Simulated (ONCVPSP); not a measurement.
# What one change does to a pseudopotential (silver (Ag), ONCV)

Ag, optimised norm-conserving Vanderbilt (ONCV), made with ONCVPSP 4.0.1 (PBEsol, scalar-relativistic). Core [Ar] 3d10, reference 4s2 4p6 4d10 5s0.5 (charge +0.5). Waves: 4s+5s: rc 1.75 bohr, ncon 4, nbas 7, qcut 8.5 1/bohr, 3 projectors, debl 0.4 Ha; 4p: rc 1.65 bohr, ncon 4, nbas 6, qcut 7.4 1/bohr, 3 projectors, debl 2.6 Ha; 4d: rc 1.20 bohr, ncon 4, nbas 7, qcut 7.3 1/bohr, 2 projectors, debl 1.2 Ha. Local part: polynomial inside 0.95 bohr (lpopt 5, dvloc0 0 Ha). Core correction: Teter function fitted to the true core (icmod 2), fcfact 0.65.

All-electron outer shells of the reference configuration (PBEsol, scalar-relativistic, ld1.x):

| shell | level (eV) | outermost node (bohr) | outermost maximum (bohr) |
| --- | --- | --- | --- |
| 3d | -362.36 | – | 0.27 |
| 4s | -98.90 | 0.44 | 0.82 |
| 4p | -62.46 | 0.44 | 0.87 |
| 4d | -11.38 | 0.43 | 1.04 |
| 5s | -7.71 | 1.11 | 2.43 |

Change: d: qcut 5.4.

Cutoffs: the cutoffs (Ha) at which the residual kinetic energy of the hardest occupied pseudo-wave falls to 1 and 0.1 mHa per electron; they do not see the model core or the augmentation charge, which bear on the density cutoff. Errors are all-electron minus pseudo energies relative to the spin-unpolarised reference configuration.

Q: What does the change do?

A: The potential gets harder (54 Ha and 111 Ha → 108 Ha and 125 Ha); a bound ghost appears in d, which as a rule spoils a file; of the 4 tests that both files solve, the error grows in 0 and shrinks in 1 by more than 15 % and 0.3 meV (median size 0.8 → 0.8 meV).

```csv
quantity,base,changed
"cutoff, loose",54 Ha,108 Ha
"cutoff, tight",111 Ha,125 Ha
loose cutoff by channel,"s 20 Ha, p 20 Ha, d 54 Ha","s 20 Ha, p 20 Ha, d 108 Ha"
bound ghosts,none,d
GHOST(+) flags under 300 eV,none,none
"error for 4s2 4p6 4d10 5s1, meV [ΔE -3.02 eV]",+0.4,+0.4
"error for 4s2 4p6 4d10 5s0, meV [ΔE 4.73 eV]",-1.1,-1.2
"error for 4s2 4p6 4d9 5s0, meV [ΔE 26.84 eV]",-2.4,-2.0
"error for 4s2 4p6 4d9 5s1 5p1, meV [ΔE 5.59 eV]",-0.1,-0.2
s: phases at 1.77 bohr within 0.05 rad from the reference energy up to (Ha; the scan ends near 5),to the end of the scan,to the end of the scan
p: phases at 1.67 bohr within 0.05 rad from the reference energy up to (Ha; the scan ends near 5),to the end of the scan,to the end of the scan
d: phases at 1.22 bohr within 0.05 rad from the reference energy up to (Ha; the scan ends near 5),to the end of the scan,to the end of the scan
"rms error of d²Exc/dni dnj with the model core, mHa",1.48,1.54
```

 A true bound ghost makes a file unfit for plane-wave use even where its test errors are small: the radial tests pick states by their node count and pass the ghost by.
